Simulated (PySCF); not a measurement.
Structure with atom numbers: `[CH3:1][C:2](=[O:3])[O:4][SiH2:5][n:6]1[cH:7][cH:8][cH:9][cH:10]1`. Hydrogens are named by the atom that carries them.

Method: GIAO KT2/pcSseg-1 shieldings, PBE0-D3(BJ)/def2-SVP geometry, in PySCF 2.14 (no solvent model, no relativistic terms, equivalent nuclei averaged, one conformer).

Shifts are taken against calculated references (same method and geometry level): TMS for ¹³C (183.22 ppm) and ¹H (31.18 ppm) and ²⁹Si (361.05 ppm); ¹⁷O (330.66 ppm) against H2O; ¹⁵N (264.30 ppm) against NH3.

```
       atoms  nucleus  count  δ (ppm)
       H(C1)       ¹H      3        ?
          C2      ¹³C      1    166.6
      H(Si5)       ¹H      2     5.83
          O4      ¹⁷O      1    213.8
         Si5     ²⁹Si      1    -23.8
      C7/C10      ¹³C      2        ?
 H(C8)/H(C9)       ¹H      2        ?
          C1      ¹³C      1        ?
          N6      ¹⁵N      1    164.6
          O3      ¹⁷O      1    445.3
H(C7)/H(C10)       ¹H      2     6.70
       C8/C9      ¹³C      2    108.4
```

**Question.** Fill in the missing shifts.

**Answer.** 
- C7/C10: 114.9 ppm, aromatic CH next to a ring nitrogen
- C1: 20.7 ppm, methyl carbon α to a carbonyl; α to the electron-withdrawing carbonyl group
- H(C8)/H(C9): 6.40 ppm, hydrogen on an aromatic CH; ring-current deshielding
- H(C1): 2.17 ppm, hydrogen on a methyl carbon α to a carbonyl; α to C=O

Shifts are as computed. Against solution values, carbons near 30 ppm lie about +2 ppm off and those near 130 ppm about -5 ppm. Of 1211 compounds with measured shifts, 218 miss one by over three times the rms of a fit or turn the order of signals round; such compounds aren't used in these exercises. Unscaled 17O shifts of doubly bonded oxygen tend to come out too high, by tens of ppm or more. Experimental scales use liquid or dissolved standards, which lie at an offset from isolated NH3 (liquid NH3: subtract about 20 ppm) and H2O (liquid H2O: subtract about 36 ppm). Unscaled 15N shifts of sp2 nitrogen come out 20 to 40 ppm too high even then.
